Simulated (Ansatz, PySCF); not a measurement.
CaCl₂, SMILES [Cl][Ca][Cl].

Geometry optimised at r2SCAN-D4/def2-TZVP. The isomer is the one that the SMILES or the coordinates give; other isomers of the formula were not compared.

Vertical ionisation energy (IE) and electron affinity (EA) in eV. Rows of orbital energies are one-electron estimates. Where ΔSCF, EOM or ADC give a negative EA the extra electron is unbound and the value depends on the basis.

| level | IE | EA |
|---|---|---|
| −ε(HOMO), −ε(LUMO), ωB97X/def2-TZVPD (PySCF) | 10.77 | 0.27 |
| −ε(HOMO), −ε(LUMO), PBE/def2-TZVPD (PySCF) | 7.01 | 2.89 |
| ΔSCF, PBE0/def2-TZVPD (Ansatz), final states of multiplicity 2 and 2 | 10.33 | 0.85 |
| ΔSCF, PBE/def2-TZVPD (Ansatz), final states of multiplicity 2 and 2 | 9.89 | 0.91 |

Task: What vertical singlet–triplet gap does ΔSCF give with PBE0/def2-TZVPD (Ansatz, a program for electronic structure) and with PBE/def2-TZVPD (Ansatz)? (An estimate is asked for; the answer gives what the named calculation found.)

Result: 4.99 and 4.47 eV (triplet above singlet where positive).
